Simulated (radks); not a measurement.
Results of a calculation; reference values are marked as such.
How relativity changes the ionisation of neutral ruthenium ([Kr] 4d7 5s1) to Ru+ ([Kr] 4d7). Spin-unpolarised spherical Kohn-Sham, BLYP, point nucleus unless stated (finite: rms radius 4.4809 fm), a radial shooting solver on a logarithmic mesh with Libxc functionals. A level marked "c x" has the speed of light scaled by that factor and shares open shells by 2j + 1; other Dirac levels either fill j = l - 1/2 first or share by 2j + 1.

level	E(Ru) (hartree)	E(Ru+) (hartree)	IE (eV)	HOMO	<r> HOMO (bohr)
non-rel.	-4443.69394	-4443.43968	6.919	5s	3.535
scalar-rel.	-4531.30651	-4531.03584	7.365	5s	3.390
scalar-rel., finite nucleus	-4531.23147	-4530.96081	7.365	5s	3.390
Dirac, 2j+1 shares	-4532.09472	-4531.82401	7.366	5s1/2	3.390
Dirac, low j first	-4532.10890	-4531.83863	7.355	5s1/2	3.393
Dirac, 2j+1 shares, finite nucleus	-4532.01952	-4531.74882	7.366	5s1/2	3.390
Dirac, c x 0.85	-4568.61638	-4568.33851	7.561	5s1/2	3.333
Dirac, c x 2	-4464.95655	-4464.69844	7.023	5s1/2	3.499
Dirac, c x 10	-4444.53441	-4444.28000	6.923	5s1/2	3.534

NIST Atomic Spectra Database: 7.361 eV (measured). The relativistic part of the total energy of Ru is -88.33 hartree (Dirac, 2j+1 shares, finite nucleus), 2 % of the non-relativistic value. Spin polarisation and multiplet splitting of open shells are left out at every level.

Beside tabulated values, note that relativity, absent from the non-relativistic runs, is large for the heavy elements, and spin-unpolarised runs miss the spin-polarisation part of the exchange energy of open shells.
